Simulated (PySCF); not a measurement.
C6H5N3.
Bonds: C1–C2 (aromatic), C2–C3 (aromatic), C3–C4 (aromatic), C4–N5 (aromatic), N5–N6 (aromatic), N6–N7 (aromatic), N7–C8 (aromatic), C8–C9 (aromatic), C1–C9 (aromatic), C4–C8 (aromatic). Hydrogens: H10 on C1; H11 on C2; H12 on C3; H13 on N5; H14 on C9.

Computed geometry: GFN2-xTB, gas phase.

**Question.** Give the optimised bond lengths and angles.

**Answer.** 
| bond | length (bohr) |
| --- | --- |
| C1–C2 | 2.651 |
| C2–C3 | 2.601 |
| C3–C4 | 2.625 |
| C4–N5 | 2.571 |
| N5–N6 | 2.537 |
| N6–N7 | 2.386 |
| N7–C8 | 2.579 |
| C8–C9 | 2.635 |
| C1–C9 | 2.598 |
| C4–C8 | 2.680 |
| C1–H10 | 2.040 |
| C2–H11 | 2.041 |
| C3–H12 | 2.039 |
| N5–H13 | 1.903 |
| C9–H14 | 2.036 |

A selection of angles:
| angle | degrees |
| --- | --- |
| C2–C1–C9 | 122.0 |
| C1–C2–C3 | 122.0 |
| C2–C3–C4 | 116.5 |
| C3–C4–N5 | 134.8 |
| C3–C4–C8 | 122.0 |
| N5–C4–C8 | 103.3 |
| C4–N5–N6 | 109.7 |
| N5–N6–N7 | 110.4 |
| N6–N7–C8 | 109.2 |
| N7–C8–C9 | 132.1 |
| C4–C8–N7 | 107.4 |
| C4–C8–C9 | 120.5 |
| C1–C9–C8 | 117.1 |
| H13–N5–C4 | 129.3 |
| H13–N5–N6 | 120.9 |

The 9 heavy atoms lie in one plane (0.001 Å rms). The 6 C–C bonds span 1.375 Å (C1–C9, aromatic) to 1.418 Å (C4–C8, aromatic), a spread of 0.043 Å. N5 (pyrrole-type nitrogen) is planar (angles 129.3°, 120.9° and 109.7°, sum 360.0°, 0.00 Å off the plane of its three neighbours). The 5-membered ring C4–N5–N6–N7–C8 has internal angles of 103.3° to 110.4° (sum 540°, against 540° for a flat polygon); it is planar, 0.00 Å rms from its mean plane, widest ring torsion 0°. The 2 N–N bonds span 1.263 Å (N6–N7, aromatic) to 1.342 Å (N5–N6, aromatic), a spread of 0.079 Å. The 6-membered ring C1–C2–C3–C4–C8–C9 has internal angles of 116.5° to 122.0° (sum 720°, against 720° for a flat polygon); it is planar, 0.00 Å rms from its mean plane, widest ring torsion 0°.

Point group: Cs (every atom within 0.08 Å of its image). Stationary, but not proved a minimum.
